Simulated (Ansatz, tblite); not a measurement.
Spin states of [Cr(H2O)4]2+ (CrO₄H₈²⁺), formally d⁴, each relaxed with B3LYP-D4/def2-SVP in Ansatz. Electronic energies in the gas phase.

The xTB rows come from tblite. B3LYP takes the VWN-RPA correlation.

Singlet geometry (D2 within 0.1 Å):

Cartesian coordinates in Å:
```
Cr 0.000 0.000 0.000
O -1.224 -0.686 1.430
H -1.798 -1.470 1.338
H -1.470 -0.260 2.273
O 1.038 1.009 1.385
H 1.628 1.763 1.195
H 1.164 0.790 2.328
O 1.475 -0.432 -1.284
H 2.319 -0.857 -1.036
H 1.565 -0.163 -2.218
O -1.288 0.108 -1.531
H -2.150 0.565 -1.498
H -1.259 -0.367 -2.382
```

Quintet geometry (D4 within 0.1 Å):

```tsv
atom	x (Å)	y (Å)	z (Å)
Cr1	0.000	-0.001	0.000
O2	-0.556	-0.092	-1.965
H3	-0.821	0.660	-2.527
H4	-0.617	-0.895	-2.514
O5	1.565	-1.254	-0.388
H6	1.859	-2.003	0.163
H7	2.163	-1.213	-1.157
O8	0.560	0.093	1.962
H9	1.466	0.212	2.302
H10	-0.030	0.032	2.736
O11	-1.567	1.250	0.390
H12	-2.480	1.154	0.062
H13	-1.542	2.058	0.935
```

The triplet was relaxed too but is left out (at the level of its geometry, ⟨S²⟩ 3.00, where a pure state has 2.00); at PBE0-D4/def2-TZVP it lies 1.40 eV above the lowest shown.

```json
{"level": "GFN1-xTB", "quintet − singlet (kcal/mol)": "7.1", "lowest of these": "singlet", "remarks": "–"}
{"level": "GFN2-xTB", "quintet − singlet (kcal/mol)": "1.4", "lowest of these": "singlet", "remarks": "–"}
{"level": "PBE-D4/def2-TZVP", "quintet − singlet (kcal/mol)": "-70.5", "lowest of these": "quintet", "remarks": "restricted singlet, untested (singlet)"}
{"level": "revPBE-D4/def2-TZVP", "quintet − singlet (kcal/mol)": "-72.2", "lowest of these": "quintet", "remarks": "restricted singlet, untested (singlet)"}
{"level": "r2SCAN-D4/def2-TZVP", "quintet − singlet (kcal/mol)": "-82.4", "lowest of these": "quintet", "remarks": "restricted singlet, untested (singlet)"}
{"level": "B3LYP-D4/def2-TZVP", "quintet − singlet (kcal/mol)": "-69.3", "lowest of these": "quintet", "remarks": "restricted singlet, untested (singlet)"}
{"level": "PBE0-D4/def2-TZVP", "quintet − singlet (kcal/mol)": "-80.1", "lowest of these": "quintet", "remarks": "restricted singlet, untested (singlet)"}
```

```
  state  donor atoms  mean metal–ligand distance (Å)  range (Å)  Mulliken spin on the metal (PBE0)
singlet            4                           2.003  2.00–2.00                                  0
quintet            4                           2.043  2.04–2.04                               4.08
```

⟨S²⟩ at PBE0-D4/def2-TZVP: singlet 0.00 (pure 0.00), quintet 6.01 (pure 6.00).

Change of the quintet − singlet gap on mixing in exact exchange, in kcal/mol: PBE to PBE0 (25 % exact exchange) -9.5.

The xTB methods have no term that favours high spin, so they put low spin too low.
